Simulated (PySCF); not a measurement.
**Löwdin shares of the frontier orbitals**

Compound: C7H7BCl2.
Geometry (PBE0-D3(BJ)/def2-SVP, Å), atoms numbered from 1 in this order:
```
atom  x, y, z in Å
Cl1    4.0152    0.1521    2.1907
B2     3.1953   -0.5865    0.8262
Cl3    3.7897   -2.1362    0.2585
C4     2.0369    0.1692    0.0840
C5     0.9215   -0.7434   -0.4950
C6     0.4304   -1.3340    0.8363
C7     0.4969   -0.3549    1.7467
C8     1.0321    0.8923    1.0249
C9    -0.0179    1.3108   -0.0093
C10   -0.0837    0.3331   -0.9180
H11    2.4530    0.8554   -0.6771
H12    1.2138   -1.4724   -1.2607
H13    0.0469   -2.3466    0.9652
H14    0.1778   -0.3838    2.7891
H15    1.4304    1.6844    1.6706
H16   -0.6253    2.2146    0.0513
H17   -0.7574    0.2537   -1.7720
```

Theory: TDDFT PBE0/def2-SVPD, vertical, gas phase, core orbitals frozen in the response (PySCF).

Kohn–Sham orbitals with the atoms that hold most of them (Löwdin shares over 4%, at most four atoms; ? is withheld):

| orbital | ε (eV) | atoms |
| --- | --- | --- |
| HOMO-3 | -9.00 | Cl3 25%, Cl1 24%, C4 16%, B2 13% |
| HOMO-2 | -8.92 | Cl1 44%, Cl3 43% |
| HOMO-1 | -7.66 | C6 18%, C7 18%, C9 13%, C10 13% |
| HOMO | ? | ? |
| LUMO | -1.28 | ? |
| LUMO+1 | -0.78 | C6 18%, C7 18%, C10 15%, C9 15% |
| LUMO+2 | 0.29 | B2 36%, Cl1 16%, Cl3 15%, H11 5% |

(1) Give the leading atoms of the LUMO.

(2) Which atoms hold the HOMO, and with what shares?

(3) What is the HOMO energy, and the HOMO–LUMO gap?

## Answers

(1) B2 (bonded to C and 2 Cl) 45%; Cl3 (bonded to B) 18%; Cl1 (bonded to B) 18%; C4 (bonded to B, 2 C and H) 9%. By element: boron 45%, chlorine 35%, carbon 9% or more.

(2) C9 (bonded to 2 C and H) 24%; C10 (bonded to 2 C and H) 24%; C7 (bonded to 2 C and H) 18%; C6 (bonded to 2 C and H) 18%.

(3) ε(HOMO) = -6.80 eV; the gap is 5.51 eV (0.2026 hartree).

The HOMO–LUMO gap is 5.51 eV. Where does the response calculation put the lowest singlet, and from which orbitals?

S1 is at 4.45 eV (f = 0.022), 1.06 eV below the gap, made of HOMO→LUMO (98%). 

Give energy, strength and leading configuration of S1, S2, S3, S4 and S5, and follow the Löwdin shares of the leading atoms from the occupied to the empty orbital.

- S1 (4.45 eV, f 0.022), HOMO→LUMO (98%): C9 24% → at most 9%, C10 24% → at most 9%, B2 at most 18% → 45%, Cl3 at most 18% → 18%
- S2 (4.91 eV, f 0.0001), HOMO→LUMO+1 (98%): C9 24% → 15%, C10 24% → 15%, C6 18% → 18%, C7 18% → 18%
- S3 (5.20 eV, f 0.0063), HOMO-1→LUMO (98%): C6 18% → at most 9%, C7 18% → at most 9%, B2 at most 13% → 45%, Cl3 at most 13% → 18%
- S4 (5.68 eV, f 0.011), HOMO-1→LUMO+1 (84%): C6 18% → 18%, C7 18% → 18%
- S5 (6.00 eV, f 0.0000), HOMO-2→LUMO (98%): Cl1 44% → 18%, Cl3 43% → 18%, B2 at most 4% → 45%

Löwdin shares depend on the basis, the more so with diffuse functions.

One conformer stands for the species.
